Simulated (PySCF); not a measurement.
## Two-component Hartree-Fock for Pd⁺ (palladium, charge +1)

Start: [Kr] 4d8 5s1; 4d3/2 filled at m_j = -1/2, +1/2, +3/2; 4d5/2 filled at m_j = -3/2, -1/2, +1/2, +3/2, +5/2; 5s1/2 filled at m_j = +1/2. Calculated with PySCF 2.14 in x2c-TZVPall-2c with one added diffuse shell each of s, p, d type (9s10p8d1f, 86 functions): generalised Hartree-Fock with the X2C-1e Hamiltonian and a Gaussian nucleus; one run each with spin-orbit coupling (SO) switched off, then screened by Boettger's factors. This is a chosen level, not necessarily the ground level.

```
spinor shell  electrons  ε, spin-free (eV)  ε, screened SO (eV)  weight of nominal j (screened SO)  rms radius, screened SO (bohr)
       1s1/2          2           -24491.7             -24489.9                              1.000                          0.0365
       2s1/2          2            -3673.8              -3673.2                              1.000                           0.150
       2p1/2          2            -3288.5              -3398.8                              1.000                           0.130
       2p3/2          4            -3288.5              -3237.3                              1.000                           0.135
       3s1/2          2            -711.77              -711.58                              1.000                           0.403
       3p1/2          2            -581.88              -601.79                              1.000                           0.399
       3p3/2          4            -581.88              -572.53                              1.000                           0.410
       3d3/2          4            -376.00              -379.55                              0.997                           0.387
       3d5/2          6            -376.00              -373.41                              0.998                           0.390
       4s1/2          2            -121.05              -120.99                              1.000                            1.01
       4p1/2          2            -81.201              -85.796                              0.948                            1.10
       4p3/2          4            -81.201              -78.963                              0.974                            1.12
       4d5/2          5            -25.004              -24.900                              0.617                            1.51
       4d3/2          3            -25.004              -25.203                              0.646                            1.51
       5s1/2          1            -15.252              -15.250                              1.000                            3.07
```

```csv
quantity,spin-free,screened SO
E (hartree),-5041.99921,-5042.86524
M_J,9/2,9/2
⟨J²⟩,24.756,24.757
⟨L²⟩,12.006,12.055
⟨S²⟩,3.751,3.750
```

Each row is a mean over spinors that exchange with the open shell spreads, by up to 7.935 eV (4p3/2).

Rows whose weight is well below 1 are mixtures of j = l ± 1/2: exchange outweighs spin-orbit coupling there, and the label is only the starting occupation.

Breit and QED terms are absent; they matter most for the inner s and p1/2 levels.

Densities and radii are taken from the X2C orbitals without a picture-change correction, which distorts them close to the nucleus.

Without spin-orbit coupling the j labels of p, d and f shells carry no meaning; the spin-free column gives the mean over the occupied spinors of each nl shell.
